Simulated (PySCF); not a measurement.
Interval between two levels of Au(3+) by level of theory

Au(3+) [Xe] 4f14 5d8 [3F4, M_J = 4] → Au(3+) [Xe] 4f14 5d7 6s1 [5F5, M_J = 5], as a difference of total energies. Calculation: PySCF 2.14, in x2c-TZVPall-2c with one added diffuse shell each of s, p, d type (12s12p11d2f, 117 functions); the two-component X2C-1e Hamiltonian. Correlated levels: [Kr] 4d10 4f14 frozen; the 34 highest virtual spinors dropped. "Screened" scales the spin-orbit matrix elements by Boettger's factors to mimic the two-electron term; Breit and QED terms are absent.

```
                    method  interval between two levels (cm⁻¹)
 GHF (screened spin-orbit)                               51847
GMP2 (screened spin-orbit)                               50717
```

The labels give the starting determinants; with spin-orbit coupling the two ends relaxed to ⟨J²⟩ = 20.01, ⟨L²⟩ = 12.49, ⟨S²⟩ = 2.09 and ⟨J²⟩ = 30.01, ⟨L²⟩ = 13.15, ⟨S²⟩ = 5.69.
